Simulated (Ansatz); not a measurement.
Ideal-gas functions of CH₆NSb (`[CH3][SbH][NH2]`) at 600 K and 1 bar, from an Ansatz frequency run at PBE0-D4/def2-TZVP.

Molar mass 153.83 g/mol, point group C1 (symmetry number 1), electronic degeneracy 1, moments of inertia 59.364, 85.358, 134.158 u Å². Harmonic wavenumbers (cm⁻¹, unscaled): 117, 165, 215, 520, 529, 577, 626, 681, 761, 850, 910, 1233, 1447, 1451, 1573, 1888, 3065, 3163, 3171, 3540, 3639.

Use S(trans) = R[1.5 ln M + 2.5 ln T − 1.1517]; rotational temperatures θ = 24.2544 K / I; S(rot) = R[ln(√π/σ · √(T³/θAθBθC)) + 1.5]; for each mode x = 1.438777 ν̃/T, S = R[x/(eˣ − 1) − ln(1 − e⁻ˣ)] and H = RT x/(eˣ − 1); 1 cm⁻¹ = 0.0119627 kJ/mol; R = 8.31446 J/(mol·K).

Question: By hand: the entropy, in J/(mol·K).

Answer: Translation 186.2. Rotation: θ = 0.4086, 0.2841, 0.1808 K, giving 113.1. Vibration, mode by mode: 18.91, 16.08, 13.91, 7.00, 6.87, 6.25, 5.68, 5.10, 4.38, 3.70, 3.30, 1.79, 1.19, 1.18, 0.93, 0.50, 0.04, 0.04, 0.04, 0.02, 0.01, in all 96.9. Electronic 0.0. Sum 396.2 J/(mol·K).

Question: By hand: H − E and G − E in kJ/mol, counted from the electronic energy.

Answer: Zero-point energy ½ × 30121 × 0.0119627 = 180.2; thermal vibration 31.0; translation, rotation and pV give 4 RT = 20.0. H − E = 231.2 kJ/mol, and G − E = 231.2 − 600 × 396.2/1000 = -6.5 kJ/mol.

Vibration gives 24 % of the entropy, 18.9 J/(mol·K) of it from the mode under 150 cm⁻¹: soft modes count most, and the harmonic formula is weakest for them. The sum counts one conformer and one mirror image; others add a mixing term.
